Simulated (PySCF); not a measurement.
Cost of one run: shielding job, `C=C/N=C/C(F)(F)F`.

Method: GIAO PBE0/pcSseg-1 NMR shielding, non-relativistic, gas phase (PySCF 2.14.0, density-fitted response routines). Geometry: GFN2-xTB, MD frame at 800 fs, 300 K. Work: shieldings, density fitting. The input is one job of a driver script: a line of settings, then coordinates in Å.

Command:
```bash
OMP_NUM_THREADS=1 python probes_run.py task.json out
```

Input:
```
{"job": {"kind": "nmr", "xc": "PBE0", "basis": "pcSseg-1", "pop": false}, "charge": 0, "multiplicity": 1}
C      1.512100     0.005700     0.965500
C      0.543300    -0.703400     0.441000
N     -0.709400    -0.179700     0.237300
C     -1.775900    -0.818200     0.094500
C     -2.939200     0.049100    -0.299700
F     -2.747000     1.395400    -0.299400
F     -3.994300    -0.269800     0.464600
F     -3.313700    -0.165600    -1.588300
H      1.467400     1.054400     1.316000
H      2.445400    -0.480200     1.002000
H      0.782100    -1.703800     0.042700
H     -2.058400    -1.895400     0.182700
```

Hardware: Intel Xeon Platinum 8559C, one thread (shared host). PySCF's memory limit was set to 1200 MB.

Problem. How large is the basis?

Solution. 156 functions for 62 electrons, with 803 fitting functions; the fitted three-index integrals, 803 × 156 × 157/2 numbers of 8 bytes, come to 75 MiB.

Problem. What wall time should be expected on this hardware?

Solution. About 12 s. The SCF took 14 cycles.

Problem. Estimate the peak memory.

Solution. About 0.80 GiB. Peak memory is the resident size of the whole Python process, interpreter and libraries included.

The SCF part of the output:
```
coarse grid: 11144 points
cycle   1  E = -508.2599138628  dE =  1.327e+00  |g| = 9.330e-01  |ddm| = 3.105e+00
cycle   2  E = -508.0083490567  dE =  2.516e-01  |g| = 1.538e+00  |ddm| = 1.376e+00
cycle   3  E = -508.4141951721  dE = -4.058e-01  |g| = 1.391e-01  |ddm| = 9.279e-01
cycle   4  E = -508.4171630831  dE = -2.968e-03  |g| = 8.214e-02  |ddm| = 1.406e-01
cycle   5  E = -508.4185601165  dE = -1.397e-03  |g| = 1.821e-02  |ddm| = 6.555e-02
cycle   6  E = -508.4186294180  dE = -6.930e-05  |g| = 4.729e-03  |ddm| = 1.836e-02
cycle   7  E = -508.4186337462  dE = -4.328e-06  |g| = 1.724e-03  |ddm| = 4.564e-03
final grid: 112128 points
cycle   8  E = -508.4848852752  dE = -4.190e-05  |g| = 7.016e-03  |ddm| = 2.117e-02
cycle   9  E = -508.4848744904  dE =  1.078e-05  |g| = 1.033e-02  |ddm| = 1.293e-02
cycle  10  E = -508.4848959866  dE = -2.150e-05  |g| = 1.268e-03  |ddm| = 7.544e-03
cycle  11  E = -508.4848963246  dE = -3.380e-07  |g| = 4.519e-04  |ddm| = 1.051e-03
cycle  12  E = -508.4848963618  dE = -3.716e-08  |g| = 1.561e-04  |ddm| = 3.463e-04
cycle  13  E = -508.4848963660  dE = -4.242e-09  |g| = 4.239e-05  |ddm| = 1.254e-04
cycle  14  E = -508.4848963664  dE = -4.046e-10  |g| = 1.427e-05  |ddm| = 4.254e-05
converged SCF energy = -508.4848963664
```

On the final grid dE counts from the start density on that grid.

The host was shared with other jobs, so the times are rough.
